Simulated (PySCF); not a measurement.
Continuum solvent and chemical shifts

Geometry:
```json
{"atom": "C1", "x (Å)": "2.726", "y (Å)": "-1.396", "z (Å)": "0.623"}
{"atom": "C2", "x (Å)": "2.235", "y (Å)": "-0.361", "z (Å)": "-0.069"}
{"atom": "C3", "x (Å)": "0.859", "y (Å)": "0.149", "z (Å)": "-0.059"}
{"atom": "C4", "x (Å)": "0.533", "y (Å)": "1.254", "z (Å)": "-0.860"}
{"atom": "C5", "x (Å)": "-0.755", "y (Å)": "1.780", "z (Å)": "-0.891"}
{"atom": "C6", "x (Å)": "-1.736", "y (Å)": "1.188", "z (Å)": "-0.107"}
{"atom": "F7", "x (Å)": "-2.975", "y (Å)": "1.676", "z (Å)": "-0.126"}
{"atom": "C8", "x (Å)": "-1.453", "y (Å)": "0.091", "z (Å)": "0.701"}
{"atom": "C9", "x (Å)": "-0.162", "y (Å)": "-0.420", "z (Å)": "0.720"}
{"atom": "H10", "x (Å)": "3.775", "y (Å)": "-1.684", "z (Å)": "0.533"}
{"atom": "H11", "x (Å)": "2.111", "y (Å)": "-1.994", "z (Å)": "1.302"}
{"atom": "H12", "x (Å)": "2.918", "y (Å)": "0.187", "z (Å)": "-0.728"}
{"atom": "H13", "x (Å)": "1.311", "y (Å)": "1.714", "z (Å)": "-1.475"}
{"atom": "H14", "x (Å)": "-1.010", "y (Å)": "2.639", "z (Å)": "-1.514"}
{"atom": "H15", "x (Å)": "-2.251", "y (Å)": "-0.346", "z (Å)": "1.304"}
{"atom": "H16", "x (Å)": "0.054", "y (Å)": "-1.280", "z (Å)": "1.356"}
```

GIAO PBE0/pcSseg-1 in PySCF 2.14.0 with density-fitted response routines on one PBE0-D3(BJ)/def2-SVP conformer, non-relativistic, equivalent nuclei averaged. Solvents enter as an IEF-PCM continuum (cyclohexane with ε = 2.0, chloroform with ε = 4.7, dimethylsulfoxide with ε = 46.8) around the gas-phase geometry. Shifts are referred to TMS, CFCl3 computed in the same medium.

Gas phase, δ in ppm: C6 170.2, C2 143.4, C3 136.4, C4/C9 133.3, C5/C8 120.6, C1 118.2, F7 -110.4, H13/H16 7.53, H14/H15 7.10, H12 6.58, H11 6.08, H10 5.52. Dipole moment 1.22 D.

(1) How does each δ change in the continuum?

(2) Which nuclei move most (in ppm), and what does the model miss?

## Answers

(1) 
```
  atoms                         environment  Δδ, cyclohexane  Δδ, chloroform  Δδ, dimethylsulfoxide
     C6    aromatic carbon bearing fluorine             +0.3            +0.6                   +0.8
     C2                           alkene CH             +0.4            +0.7                   +1.0
     C3         substituted aromatic carbon             +0.6            +1.0                   +1.4
  C4/C9                         aromatic CH             +0.7            +1.3                   +1.9
  C5/C8                         aromatic CH             +0.5            +1.0                   +1.4
     C1                terminal =CH2 carbon             +1.0            +1.9                   +2.9
     F7                       aryl fluorine             -1.8            -2.7                   -3.3
H13/H16          hydrogen on an aromatic CH            +0.11           +0.21                  +0.31
H14/H15          hydrogen on an aromatic CH            +0.10           +0.18                  +0.26
    H12            hydrogen on an alkene CH            +0.09           +0.16                  +0.23
    H11  hydrogen on a terminal =CH2 carbon            +0.09           +0.17                  +0.26
    H10  hydrogen on a terminal =CH2 carbon            +0.09           +0.16                  +0.24
```

Changes are relative to the gas phase. The dipole moment becomes 1.35 D in cyclohexane, 1.46 D in chloroform, 1.55 D in dimethylsulfoxide.

(2) F7 (aryl fluorine, -3.3 ppm) in dimethylsulfoxide. A continuum only polarises the solute; specific hydrogen bonds, the anisotropy of aromatic solvents and changes of geometry or conformer are outside it.
